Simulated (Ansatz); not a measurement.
**Reading a saddle point**

A first-order saddle point of SiH3BrClF, closed shell, PBE0-D4/def2-TZVP, with one imaginary mode of 227i cm⁻¹:

```
7
angstrom
Si -0.2112 0.4854 -0.2180
Br 1.4173 -0.0714 1.6308
H 0.8395 0.8012 -1.1908
H -0.7247 1.5337 0.6782
Cl -1.9392 0.1372 -1.3059
H 0.6545 -1.4302 0.5752
F -0.0359 -1.4559 -0.1695
```

Ansatz 0.2.0; basis: def2-TZVPP and def2-QZVPP; cores frozen in the correlated methods. Filled d shells of the heavier atoms are correlated. The def2 sets are not built for correlating such inner shells, so the correlated values are less sure here. Extrapolation: Hartree–Fock as exp(−7.88 √X), correlation as X^−2.97.

Question: Which contacts change along the imaginary mode, and what lies on either side? (A judgement: the text doesn't fix the answer.)

Answer: Computed: The step is SiH₂BrCl ([Cl][SiH2][Br]) + HF → SiH₂ClF ([F][SiH2][Cl]) + HBr, with the molecules in contact on both sides. Shortening one way: Si1–F7, Br2–H6; lengthening the same way: Si1–Br2, H6–F7.
```
   pair  one side (Å)  saddle (Å)  other side (Å)
 Si1–F7          3.62        1.95            1.60
 Br2–H6          2.43        1.88            1.42
Si1–Br2          2.23        2.53            3.82
  H6–F7          0.93        1.02            2.43
```

Question: Which side is lower, and how far does the saddle lie above each? (An estimate is asked for; the value comes from the calculation.)

Answer: The calculation gives: The side with Si1–F7, Br2–H6 short is lower by 42.0 kJ/mol; the saddle lies 160.3 kJ/mol above it and 118.3 kJ/mol above the other (CCSD(T) at an estimated basis limit (MP2 extrapolated from triple and quadruple zeta, plus CCSD(T) − MP2 in triple zeta); electronic energies).

The T1 diagnostic stays at or below 0.010.

Labels in which every atom is bracketed show which atoms are joined, not bond orders.

For scale, one of the runs: CCSD(T)/def2-TZVPP, 205 basis functions, launched by `ansatz run in.yaml --threads 4 --pin off --events-out ev --progress --plain --max-ram 9574MiB`. The run took 2.4 min on 4 CPU threads of an Arm Neoverse N1 (shared host), with 2.6 GiB of host memory at its peak.
